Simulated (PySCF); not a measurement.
# Levels of Hg⁴³⁺ from EOM-EA-GCCSD

Reference: closed-shell Hg⁴⁴⁺, [Kr]; one electron is added. Calculated with PySCF 2.14, two-component X2C-1e with screened spin-orbit coupling, an even-tempered Gaussian basis (18 s from 2.5 bohr⁻², ratio 2.6; 16 p from 3.2 bohr⁻², ratio 2.6; 11 d from 3.2 bohr⁻², ratio 2.6; 5 f from 3.3 bohr⁻², ratio 2.8); frozen [Ar] 3d10; the 114 highest virtual spinors dropped; of the others 74 kept and the rest restored at second order. No Breit or QED terms. Binding energies in eV.

```tsv
level	Koopmans	second order	EOM-CCSD
4d3/2	2113.7	2115.5	2115.4
4d5/2	2083.8	2085.5	2085.3
```

For comparison, the ionisation energy of Hg⁴³⁺ is 2113 ± 4 eV (theoretical estimate listed by NIST; NIST Atomic Spectra Database, ionization energies).
